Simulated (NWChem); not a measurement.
System: ZnNH3; SMILES [NH2][ZnH]

Results from NWChem. All runs use the structure optimised with PBE0/def2-SVP. Ions are spin-unrestricted doublets at the neutral geometry; other ion states weren't tried. Functional: LC-ωPBE (HJS hole) with def2-SVP; rows give the range parameter ω in 1/bohr.

```json
[
 {"range parameter (1/bohr)": "0.10", "vertical ionisation energy, ΔSCF (eV)": "8.96", "−ε(HOMO) (eV)": "6.24", "ΔSCF minus −ε(HOMO) (eV)": "2.72"},
 {"range parameter (1/bohr)": "0.15", "vertical ionisation energy, ΔSCF (eV)": "[?]", "−ε(HOMO) (eV)": "[?]", "ΔSCF minus −ε(HOMO) (eV)": "[?]"},
 {"range parameter (1/bohr)": "0.20", "vertical ionisation energy, ΔSCF (eV)": "9.02", "−ε(HOMO) (eV)": "7.49", "ΔSCF minus −ε(HOMO) (eV)": "1.53"},
 {"range parameter (1/bohr)": "0.30", "vertical ionisation energy, ΔSCF (eV)": "9.04", "−ε(HOMO) (eV)": "8.44", "ΔSCF minus −ε(HOMO) (eV)": "0.60"},
 {"range parameter (1/bohr)": "0.80", "vertical ionisation energy, ΔSCF (eV)": "8.87", "−ε(HOMO) (eV)": "10.40", "ΔSCF minus −ε(HOMO) (eV)": "-1.53"}
]
```

### Question
Some entries are withheld; supply them.

### Answer

- 0.15, vertical ionisation energy, ΔSCF (eV): 8.99
- 0.15, −ε(HOMO) (eV): 6.90
- 0.15, ΔSCF minus −ε(HOMO) (eV): 2.09
